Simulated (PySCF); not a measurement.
Level of theory: B3LYP in PySCF with Ga def2-SVP, I def2-SVP with ECP28; scalar-relativistic core potentials, no spin–orbit coupling; density-fitted integrals. Open shells, if any, are unrestricted.

**Question.** What shape and geometry does isolated singlet GaI₃ take (every ligand bound to Ga)?

**Answer.** Counting electrons, gallium keeps none of its valence electrons outside its bonds, so the VSEPR class is AX3 and the expected shape is trigonal planar (D3h), as computed. The lowest minimum found is a singlet of D3h symmetry with Ga–I 2.504 Å (×3); I–Ga–I 120.0° (×3). Its harmonic wavenumbers are 60 (e'), 93 (a2''), 152 (a1'), 280 (e') cm⁻¹ and its dipole moment is 0.00 D.
